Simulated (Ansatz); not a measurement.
A set of 12 reactions (bond dissociation), with CCSD(T)/CBS values in kJ/mol:

```csv
reaction,ΔE
`FC(F)(F)CI` → `F[C](F)F`• + `[CH2]I`•,426.8
`N[SiH2]S[SiH2]F` → `N[SiH2][S]`• + `F[SiH2]`•,415.5
`CSSC` → `[CH2]SSC`• + H•,433.2
`[CH3][GeH2][I]` → `[CH3]`• + `[GeH2][I]`•,356.2
`C[O][SnH]([F])[Cl]` → `[CH3]`• + `[O][SnH]([F])[Cl]`•,428.0
`[CH3][GeH2][I]` → `[CH3][GeH2]`• + I•,340.1
`COB(F)Br` → `F[B]Br`• + `C[O]`•,601.6
`O[SiH](F)[SiH3]` → `O[SiH]F`• + `[SiH3]`•,339.5
`O=BB=O` → 2 `[B]=O`•,486.8
`[CH3][SnH]([NH2])[F]` → F• + `[CH3][SnH][NH2]`•,522.1
`C[Si](F)(F)C#N` → `[CH3]`• + `N#C[Si](F)F`•,444.3
`CC[SiH](O)F` → F• + `CC[SiH]O`•,688.3
```

Calculated with Ansatz (gas phase, PBE0-D4/def2-TZVP geometries, no zero-point term in ΔE). CCSD(T)/CBS adds triple-zeta CCSD(T) − MP2 to the extrapolated MP2 energy (def2 sets, frozen cores). Small cases extrapolate CCSD(T) itself. DFT in def2-TZVPP. B3LYP here is the variant with VWN-RPA as its local correlation; programs differ in this. No spin–orbit coupling; open shells (•) take unrestricted orbitals. Spin–orbit coupling would lower the free atoms: a little for F; strongly for I. def2 core potentials past Kr. For Br, Ge, I, Sn outer-core shells are correlated without core-valence functions, so the limit isn't a true one: a few kJ/mol of doubt a bond, and 10 to 20 or more in all where bonds break to atoms. Scalar relativity is left out up to krypton. One conformer a species, not always the lowest.

**Question.** Give the mean, mean absolute and largest difference (level minus CCSD(T)/CBS, kJ/mol) for: r2SCAN-D4, ωB97X-V, PBE, r2SCAN, B3LYP, SCS-MP2/def2-TZVPP, CCSD/def2-TZVPP, CCSD(T)/def2-TZVPP, HF/def2-QZVPP, MP2/def2-QZVPP, SCS-MP2/def2-QZVPP, HF/CBS(def2), MP2/CBS(def2), CCSD/CBS(def2). (Estimate.)

**Answer.** The calculation gave: 
```
             level    mean  mean absolute  largest
         r2SCAN-D4   -31.5           31.5    -44.6
           ωB97X-V    -4.4            9.1     22.4
               PBE   -25.1           25.7    -43.3
            r2SCAN   -33.1           33.1    -46.6
             B3LYP   -34.2           34.6    -48.3
SCS-MP2/def2-TZVPP     0.5            7.1     19.5
   CCSD/def2-TZVPP   -21.9           21.9    -36.5
CCSD(T)/def2-TZVPP   -13.6           13.6    -26.9
     HF/def2-QZVPP  -130.8          130.8   -178.0
    MP2/def2-QZVPP    14.0           15.5     31.4
SCS-MP2/def2-QZVPP     9.2            9.7     25.0
      HF/CBS(def2)  -130.9          130.9   -178.0
     MP2/CBS(def2)    19.9           20.4     37.7
    CCSD/CBS(def2)    -8.4            8.4    -14.0
```

The largest T1 diagnostic in the set is 0.029, for `[B]=O`• (customary mark 0.045).

CCSD(T)/CBS is a level of theory with its own doubt, and the functionals carry their triple-zeta basis error, so these figures describe this set and don't rank the functionals.
